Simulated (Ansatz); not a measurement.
The C3–H4 bond of CH4Sn (SMILES [CH3][SnH]) is stretched (multiplicity 1, the rest rigid).
Geometry at rest (charge 0, multiplicity 1):
```xyz
6

Sn     0.0098     0.2505     0.2452
H     -0.3459     1.4134    -1.0648
C     -0.0133    -1.4564    -1.1581
H      0.7372    -1.2942    -1.9360
H     -0.9867    -1.5032    -1.6533
H      0.1836    -2.4027    -0.6567
```

Cores are frozen in the correlated methods. Filled d and f shells under p-block atoms count as core.

Run with Ansatz (Gaussian orbitals). Each number belongs to the level named beside it. In def2 rows elements past Kr take small-core potentials, without spin–orbit coupling.

FIC-MRCISD+Q on CASSCF(2,2)/def2-TZVPP, total energies (hartree):

```tsv
R (Å)	CASSCF	MRCISD	weight c² of the reference
1.093	-253.546647	-253.810134	0.89613
1.913	-253.447547	-253.700852	0.89402
3.498	-253.390503	-253.637312	0.89375
```

**Question.** Add the Davidson correction (E_MRCISD − E_CASSCF)(1 − c²)/c² and give the energies above the first point at the three levels.

**Answer.** 
Corrections (hartree): -0.030539, -0.030027, -0.029342. Above the first point (kcal/mol):
- R = 1.913 Å: CASSCF 62.2, MRCISD 68.6, with the correction 68.9
- R = 3.498 Å: CASSCF 98.0, MRCISD 108.4, with the correction 109.2

Ansatz is a quantum-chemistry and plane-wave program.
